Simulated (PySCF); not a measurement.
Gas-phase reaction: TiCl₄ + 2 HO₂ ⇌ TiCl₃OH + HCl + O₃

Energies from PySCF, thermal terms from the rigid-rotor harmonic-oscillator model, ideal gas at 1 bar. † marks an energy on the PBE0/def2-TZVP geometry and frequencies; other levels use their own. MP2 freezes the core. Open shells (unrestricted): HO₂ (multiplicity 2); the rest are closed-shell singlets. TiCl₃OH: computed as isolated molecules; such fragments, hydroxides, amides, oligomers or adducts are transient or little studied in the gas. MP2 isn't extrapolated to the basis-set limit; its ΔH°(298 K) is -172.8 kJ in def2-SVP and -181.7 kJ in def2-TZVPP. The harmonic model lacks anharmonicity and excited electronic states, which grow with temperature; levels with a mode under 35 cm⁻¹ are left out. Strong static correlation: O₃. Soft modes under 120 cm⁻¹ make the harmonic entropy rough for TiCl₄, TiCl₃OH.

| level | ΔE electronic, kJ | ΔH°(298 K), kJ | ΔS°(298 K), J/K | ΔG°(800 K), kJ |
|---|---|---|---|---|
| M06-2X/def2-TZVP† | -37 | -44 | 0 | -47 |
| MP2/def2-SVP† | -165 | -173 | 0 | -175 |
| MP2/def2-TZVPP† | -174 | -182 | 0 | -184 |
| PBE/def2-SVP | -101 | -107 | -5 | -106 |
| PBE0/def2-QZVP† | -42 | -50 | 0 | -53 |
| PBE0/def2-SVP† | -40 | -48 | 0 | -50 |
| LDA/def2-TZVP† | -138 | -145 | 0 | -148 |
| ωB97M-V/def2-TZVP† | -51 | -58 | 0 | -61 |
| ωB97X-V/def2-TZVP† | -46 | -54 | 0 | -57 |
ΔH° is lowest at MP2/def2-TZVPP† and highest at M06-2X/def2-TZVP†. No reference value is set beside these.
